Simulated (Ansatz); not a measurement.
Ideal-gas functions of ClH3OSi2, SMILES `Cl[SiH]1O[SiH2]1` at 400 K and 1 bar, from an Ansatz frequency run at PBE0-D4/def2-TZVP.

Molar mass 110.65 g/mol, point group C1 (symmetry number 1), electronic degeneracy 1, moments of inertia 49.627, 269.735, 281.419 u Å². Harmonic wavenumbers (cm⁻¹, unscaled): 146, 220, 419, 494, 532, 591, 645, 750, 768, 819, 915, 970, 2232, 2249, 2259.

Use S(trans) = R[1.5 ln M + 2.5 ln T − 1.1517]; rotational temperatures θ = 24.2544 K / I; S(rot) = R[ln(√π/σ · √(T³/θAθBθC)) + 1.5]; for each mode x = 1.438777 ν̃/T, S = R[x/(eˣ − 1) − ln(1 − e⁻ˣ)] and H = RT x/(eˣ − 1); 1 cm⁻¹ = 0.0119627 kJ/mol; R = 8.31446 J/(mol·K).

Question: By hand: the entropy, in J/(mol·K).

Answer: Translation 173.7. Rotation: θ = 0.4887, 0.0899, 0.0862 K, giving 115.1. Vibration, mode by mode: 13.76, 10.47, 5.65, 4.55, 4.08, 3.45, 2.96, 2.20, 2.09, 1.81, 1.37, 1.17, 0.02, 0.02, 0.02, in all 53.6. Electronic 0.0. Sum 342.4 J/(mol·K).

Question: By hand: H − E and G − E in kJ/mol, counted from the electronic energy.

Answer: Zero-point energy ½ × 14009 × 0.0119627 = 83.8; thermal vibration 12.9; translation, rotation and pV give 4 RT = 13.3. H − E = 110.0 kJ/mol, and G − E = 110.0 − 400 × 342.4/1000 = -27.0 kJ/mol.

Vibration gives 16 % of the entropy, 13.8 J/(mol·K) of it from the mode under 150 cm⁻¹: soft modes count most, and the harmonic formula is weakest for them. The sum counts one conformer and one mirror image; others add a mixing term.
